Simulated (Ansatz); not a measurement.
Basis sets compared for the cluster Sn₄H₂. The state is a singlet with charge 0. Geometry PBE0-D4/def2-SVP. Ansatz on 4 threads of Arm Neoverse V1 on a shared host; times are rough, and most runs start from earlier orbitals.

```tsv
atom	x (Å)	y (Å)	z (Å)
Sn1	2.432	0.296	-0.663
Sn2	0.076	-1.272	-0.280
Sn3	0.056	1.684	0.298
Sn4	-2.286	0.038	0.802
H5	-2.100	-0.062	-1.018
H6	1.822	-0.683	0.860
```

In the def2 sets Sn takes a core potential; there is no spin–orbit coupling. The structure comes from a short search, and lower isomers may exist.

Binding counts from free atoms (Sn triplet, H doublet) in the same basis, without a counterpoise term.

```
           level  functions  energy (Eh)  HOMO (eV)  LUMO (eV)  binding per atom (eV)  wall time
 PBE-D4/def2-SVP        114    -858.4714      -4.93      -3.41                   2.26      1.3 s
PBE0-D4/def2-SVP        114    -858.4929      -5.69      -2.79                   2.15      2.4 s
```

Estimate the rows for PBE-D4/def2-TZVP (with forces), PBE0-D4/def2-TZVP.


```
                         level  functions  energy (Eh)  HOMO (eV)  LUMO (eV)  binding per atom (eV)  wall time
PBE-D4/def2-TZVP (with forces)        212    -858.4990      -4.93      -3.41                   2.28      3.1 s
             PBE0-D4/def2-TZVP        212    -858.5181      -5.67      -2.77                   2.18        6 s
```
